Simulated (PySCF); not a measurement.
MoO₂, SMILES [O]=[Mo]=[O] (connectivity only; charge and spin as stated), neutral, multiplicity 3.

Geometry: PBE-D3(BJ)/def2-TZVP. The spin state was assumed, not searched. The def2 effective core potentials stand for the cores of Mo; spin–orbit coupling is left out.

Method: PBE-D3(BJ)/def2-TZVP (PySCF).

Frequencies are harmonic and unscaled.

```json
[
 {"mode": "1", "ν (cm⁻¹)": "315", "IR (km/mol)": "0.0", "moving atoms (share of kinetic energy)": "O 86 %, Mo 14 %"},
 {"mode": "2", "ν (cm⁻¹)": "936", "IR (km/mol)": "206.1", "moving atoms (share of kinetic energy)": "O 81 %, Mo 19 %"},
 {"mode": "3", "ν (cm⁻¹)": "984", "IR (km/mol)": "66.9", "moving atoms (share of kinetic energy)": "O 89 %, Mo 11 %"}
]
```
